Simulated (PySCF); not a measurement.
# Atomic charges by several schemes

C₅H₁₅NOSi₂.
Cartesian coordinates in Å at the GFN2-xTB level; atoms count from 1:
```
atom  x, y, z in Å
C1    -2.6604   -0.7807   -0.6278
C2    -2.0573    0.5971   -0.3724
C3    -2.9640    1.4565    0.5028
O4    -0.8209    0.4514    0.2787
Si5    0.6563    0.5627   -0.3651
C6     1.9125    0.3364    1.0231
C7     3.1783   -0.2490    0.3953
Si8    2.6859   -1.4916   -0.9529
N9     1.1638   -0.7703   -1.3527
H10   -3.6162   -0.6868   -1.1362
H11   -1.9833   -1.3700   -1.2408
H12   -2.8072   -1.2959    0.3180
H13   -1.8988    1.1045   -1.3342
H14   -3.9216    1.6152    0.0143
H15   -3.1244    0.9638    1.4582
H16   -2.4926    2.4189    0.6843
H17    0.7792    1.8084   -1.1385
H18    2.1417    1.2614    1.5504
H19    1.5189   -0.3574    1.7662
H20    3.7433    0.5619   -0.0688
H21    3.8291   -0.6800    1.1576
H22    2.5127   -2.8642   -0.4583
H23    3.5791   -1.4803   -2.1164
H24    0.6341   -1.0922   -2.1436
```

Density: PBE0/pcSseg-1 (PySCF); schemes: Mulliken, IAO, Hirshfeld and ESP-fitted. The structure is a single GFN2-xTB conformer in the gas phase; no vibrational or solvent corrections.

**Question.** Tabulate the Mulliken, IAO, Hirshfeld and ESP-fitted charges.

**Answer.** In e:

```json
{"atom": "C1", "environment": "methyl carbon", "Mulliken": "-0.218", "IAO": "-0.427", "Hirshfeld": "-0.126", "ESP-fitted": "-0.558"}
{"atom": "C2", "environment": "sp3 carbon bound to oxygen", "Mulliken": "-0.053", "IAO": "+0.115", "Hirshfeld": "+0.058", "ESP-fitted": "+0.728"}
{"atom": "C3", "environment": "methyl carbon", "Mulliken": "-0.213", "IAO": "-0.425", "Hirshfeld": "-0.125", "ESP-fitted": "-0.653"}
{"atom": "O4", "environment": "silyl ether oxygen", "Mulliken": "-0.614", "IAO": "-0.642", "Hirshfeld": "-0.214", "ESP-fitted": "-0.605"}
{"atom": "Si5", "environment": "oxygen-bound silicon", "Mulliken": "+1.073", "IAO": "+1.213", "Hirshfeld": "+0.427", "ESP-fitted": "+0.719"}
{"atom": "C6", "environment": "sp3 carbon bound to silicon", "Mulliken": "-0.540", "IAO": "-0.555", "Hirshfeld": "-0.163", "ESP-fitted": "-0.092"}
{"atom": "C7", "environment": "sp3 carbon bound to silicon", "Mulliken": "-0.553", "IAO": "-0.539", "Hirshfeld": "-0.159", "ESP-fitted": "-0.272"}
{"atom": "Si8", "environment": "SiH2 silicon", "Mulliken": "+0.785", "IAO": "+0.892", "Hirshfeld": "+0.369", "ESP-fitted": "+0.590"}
{"atom": "N9", "environment": "nitrogen bridging silicon atoms", "Mulliken": "-0.843", "IAO": "-0.956", "Hirshfeld": "-0.336", "ESP-fitted": "-0.822"}
{"atom": "H10", "environment": "methyl hydrogen", "Mulliken": "+0.109", "IAO": "+0.140", "Hirshfeld": "+0.043", "ESP-fitted": "+0.123"}
{"atom": "H11", "environment": "methyl hydrogen", "Mulliken": "+0.109", "IAO": "+0.140", "Hirshfeld": "+0.038", "ESP-fitted": "+0.127"}
{"atom": "H12", "environment": "methyl hydrogen", "Mulliken": "+0.115", "IAO": "+0.147", "Hirshfeld": "+0.043", "ESP-fitted": "+0.156"}
{"atom": "H13", "environment": "methine hydrogen", "Mulliken": "+0.094", "IAO": "+0.108", "Hirshfeld": "+0.031", "ESP-fitted": "-0.053"}
{"atom": "H14", "environment": "methyl hydrogen", "Mulliken": "+0.105", "IAO": "+0.139", "Hirshfeld": "+0.043", "ESP-fitted": "+0.149"}
{"atom": "H15", "environment": "methyl hydrogen", "Mulliken": "+0.113", "IAO": "+0.145", "Hirshfeld": "+0.042", "ESP-fitted": "+0.175"}
{"atom": "H16", "environment": "methyl hydrogen", "Mulliken": "+0.118", "IAO": "+0.147", "Hirshfeld": "+0.041", "ESP-fitted": "+0.154"}
{"atom": "H17", "environment": "Si–H hydrogen", "Mulliken": "-0.136", "IAO": "-0.184", "Hirshfeld": "-0.097", "ESP-fitted": "-0.163"}
{"atom": "H18", "environment": "methylene hydrogen", "Mulliken": "+0.141", "IAO": "+0.147", "Hirshfeld": "+0.038", "ESP-fitted": "+0.020"}
{"atom": "H19", "environment": "methylene hydrogen", "Mulliken": "+0.147", "IAO": "+0.152", "Hirshfeld": "+0.042", "ESP-fitted": "+0.065"}
{"atom": "H20", "environment": "methylene hydrogen", "Mulliken": "+0.144", "IAO": "+0.145", "Hirshfeld": "+0.038", "ESP-fitted": "+0.077"}
{"atom": "H21", "environment": "methylene hydrogen", "Mulliken": "+0.143", "IAO": "+0.145", "Hirshfeld": "+0.036", "ESP-fitted": "+0.060"}
{"atom": "H22", "environment": "Si–H hydrogen", "Mulliken": "-0.115", "IAO": "-0.157", "Hirshfeld": "-0.092", "ESP-fitted": "-0.137"}
{"atom": "H23", "environment": "Si–H hydrogen", "Mulliken": "-0.117", "IAO": "-0.150", "Hirshfeld": "-0.089", "ESP-fitted": "-0.149"}
{"atom": "H24", "environment": "N–H hydrogen", "Mulliken": "+0.208", "IAO": "+0.261", "Hirshfeld": "+0.112", "ESP-fitted": "+0.363"}
```

Mean size of the charges over all atoms: IAO 0.336 e, ESP-fitted 0.292 e, Mulliken 0.284 e, Hirshfeld 0.117 e. Each set sums to the total charge, 0, to within 0.001 e. The IAO scheme counts the electrons in orthogonalised intrinsic atomic orbitals, a minimal basis polarised so that it spans the occupied orbitals exactly. The ESP scheme is a least-squares fit of atom-centred charges to the potential on four shells outside the van der Waals surface, with the total charge fixed.

Lowest charge. All schemes agree: Mulliken N9 (-0.843); IAO N9 (-0.956); Hirshfeld N9 (-0.336); ESP-fitted N9 (-0.822).

Highest charge. The schemes don't all agree: Mulliken Si5 (+1.073); IAO Si5 (+1.213); Hirshfeld Si5 (+0.427); ESP-fitted C2 (+0.728).

**Question.** Sum the charges by element, for elements with more than one atom.

**Answer.** 
```tsv
element	atoms	Mulliken	IAO	Hirshfeld	ESP-fitted
C	5	-1.577	-1.832	-0.515	-0.848
Si	2	+1.858	+2.105	+0.797	+1.309
H	15	+1.177	+1.325	+0.268	+0.966
```

**Question.** How many electrons does the Hirshfeld scheme count on N9?

**Answer.** Z − q = 7 − (-0.336) = 7.336.

**Question.** How closely do the schemes follow one another over all atoms?

**Answer.** Correlation coefficient and root-mean-square difference: IAO with Hirshfeld 0.99, 0.295 e; Mulliken with IAO 0.99, 0.086 e; Mulliken with Hirshfeld 0.98, 0.243 e; Hirshfeld with ESP-fitted 0.88, 0.259 e; IAO with ESP-fitted 0.88, 0.220 e; Mulliken with ESP-fitted 0.80, 0.246 e.

The run behind these numbers computed NMR shieldings as well. On an Arm Neoverse V1 with one thread, shared host with 32 logical CPUs at a one-minute load of 24, this took 64 s wall and 1.1 GiB of memory at its peak.
